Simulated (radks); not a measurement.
Coulomb parameter of the 5d shell of the rhenium ion Re2+ in the model configuration [Xe] 4f14 5d3.5 6p1.5, as a second difference U = [E(n + 1) + E(n - 1) - 2 E(n)] / (1)^2 with all orbitals relaxed. "Bare": the charge of the atom changes with n. "Screened": the 6p shell takes up the change at fixed total charge, which measures U(5d,5d) + U(6p,6p) - 2 U(5d,6p). Method: scalar-relativistic Kohn-Sham, PBE, spin-unpolarised, spherical densities, point nucleus; computed with a radial shooting solver on a logarithmic mesh with Libxc functionals.

case                 configuration  E - E(n) (eV)
start        [Xe] 4f14 5d3.5 6p1.5          0.000
bare +1      [Xe] 4f14 5d4.5 6p1.5        -21.111
bare -1      [Xe] 4f14 5d2.5 6p1.5         32.510
screened +1  [Xe] 4f14 5d4.5 6p0.5         -9.875
screened -1  [Xe] 4f14 5d2.5 6p2.5         11.825

U(bare) = 11.399 eV, U(screened by 6p) = 1.949 eV, against the Slater integral F0(5d,5d) = 14.622 eV with frozen orbitals.
